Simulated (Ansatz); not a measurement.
Two isomers of CH9AlOSi2: A = `C[O][AlH][SiH2][SiH3]`, B = `[CH3][AlH][O][SiH2][SiH3]`.

Gas-phase electronic energies from Ansatz, PBE0-D4/def2-TZVP geometries. CCSD(T)/CBS is the MP2 limit (def2-TZVPP, def2-QZVPP) plus CCSD(T) − MP2 in def2-TZVPP, frozen cores. DFT in def2-TZVPP. B3LYP here is the variant with VWN-RPA as its local correlation; programs differ in this. Each species was taken in one conformer, which may not be the lowest.

A:

```xyz
14

C     1.4637    1.9154   -0.3841
O     2.0095    0.9194    0.4295
Al    1.6126   -0.6920    0.7383
Si   -0.3537   -1.5995   -0.4096
Si   -2.2947   -0.5049    0.3051
H     1.1483    2.7683    0.2255
H     2.2137    2.2705   -1.0983
H     0.5917    1.5665   -0.9535
H     2.5366   -1.4442    1.7767
H    -0.2497   -1.3984   -1.8862
H    -0.5210   -3.0625   -0.1704
H    -3.5205   -1.0350   -0.3511
H    -2.1871    0.9486   -0.0008
H    -2.4494   -0.6522    1.7789
```

B:

Z-matrix (Å, degrees):
```
C
Al 1 1.943
H 1 1.095 2 111.0
H 1 1.093 2 112.5 3 120.9
H 1 1.095 2 111.0 3 -118.2
O 2 1.694 1 118.5 3 59.0
H 2 1.581 1 125.5 3 -121.0
Si 6 1.628 2 154.9 1 0.2
Si 8 2.349 6 111.2 2 0.9
H 8 1.491 6 109.8 2 121.8
H 8 1.491 6 109.8 2 -120.1
H 9 1.490 8 110.8 6 59.7
H 9 1.490 8 110.8 6 179.9
H 9 1.490 8 110.8 6 -59.9
```

(1) Which isomer does CCSD(T)/CBS put lower? Give the gap. (An estimate is asked.)

(2) Give E(B) − E(A) in kJ/mol with PBE0-D4, MP2/def2-TZVPP, r2SCAN-D4, CCSD(T)/def2-TZVPP, B3LYP, PBE-D4, CCSD/def2-TZVPP. (Estimate.)

Largest T1 diagnostic: 0.014.

## Answers

(1) The calculation gave: B, by 191.9 kJ/mol.

(2) The calculation gave: PBE0-D4 -172.4, MP2/def2-TZVPP -201.0, r2SCAN-D4 -185.6, CCSD(T)/def2-TZVPP -187.4, B3LYP -185.5, PBE-D4 -163.4, CCSD/def2-TZVPP -190.4. None reverses the order clearly.

From PBE to PBE0 (25 % exact exchange), in def2-TZVPP and without D4, E(B) − E(A) moves by −9.2 kJ/mol.
